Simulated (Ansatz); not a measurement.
C2H5O (SMILES [CH2-]OC), charge -1, singlet, at a GFN2-xTB geometry (a gas-phase anion, which may not be bound at this level); Ansatz (a quantum-chemistry and plane-wave program) with CAM-B3LYP/def2-SVP.

The Ansatz input:
Ansatz 0.2 input:
```yaml
crystal:
  periodic: [false, false, false]
  atoms:
    - {symbol: C, position_ang: [-0.01387129, 1.32048858, -0.14685513]}
    - {symbol: O, position_ang: [0.00480545, 0.04658534, 0.60549664]}
    - {symbol: C, position_ang: [0.00885831, -1.08473522, -0.17190786]}
    - {symbol: H, position_ang: [0.86993040, 1.24954023, -0.87427756]}
    - {symbol: H, position_ang: [-0.90863771, 1.23257197, -0.85885667]}
    - {symbol: H, position_ang: [0.02301881, -1.98265824, 0.47327149]}
    - {symbol: H, position_ang: [-0.88652396, -1.15182118, -0.82804795]}
    - {symbol: H, position_ang: [0.89384676, -1.13483572, -0.84348446]}
basis:
  gaussian:
    orbitals: def2-SVP
    final_grid: {core_spheres: 10, valence_spheres: 20, degree: 41}
hamiltonian:
  xc: cam_b3lyp
total_charge: -1
```

It wrote (shortened):

```
Functional definition: CAM-B3LYP
749 factors; their error is unknown
190 factors; integrals over basis functions are off by at most 1.0e-5 eV
mean field evaluation 1: about -4192.8084 eV, gradient 2.5e1 eV
mean field evaluation 2: about -4193.1480 eV, gradient 2.3e1 eV
mean field evaluation 4: about -4194.3101 eV, gradient 1.2e0 eV
mean field evaluation 8: about -4194.3059 eV, gradient 4.8e-2 eV
mean field evaluation 16: about -4194.3059 eV, gradient 2.7e-5 eV
mean field -4194.30586491 eV, -154.1378975326 hartree, gradient 2.7e-5 eV, S^2 0.000000; 0 other end points of the search recorded, 0 dependent functions left out
reference -4194.30596795 eV, -154.1379013195 hartree; 13, 13 occupied and 54, 54 virtual orbitals, 749 factors
Total energy: -4194.30596795 eV, -154.1379013195 hartree
```
